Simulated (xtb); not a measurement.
B(Cl)(SH)2 (BClH2S2), SMILES ClB(S)S. All values are semi-empirical tight-binding results from xtb (GFN2-xTB unless named), good for trends rather than for accurate numbers. Geometry: GFN2-xTB. Other conformers were not sampled.

Estimate the properties. (The exact figures need the calculation; the answer reports its results.)


* **point group as xtb finds it**: C2v
* **orbital gap**: 4.05 eV
* **zero-point energy**: 14.1 kcal/mol
* **G − E(el) at 298.15 K (modified RRHO)**: -4.4 kcal/mol
* **static polarisability (D4 model)**: 67.6 bohr³
* **solvation energy, GFN2-xTB/ALPB(water)**: -4.0 kcal/mol
* **solvation energy, GFN2-xTB/ALPB(thf)**: -8.1 kcal/mol
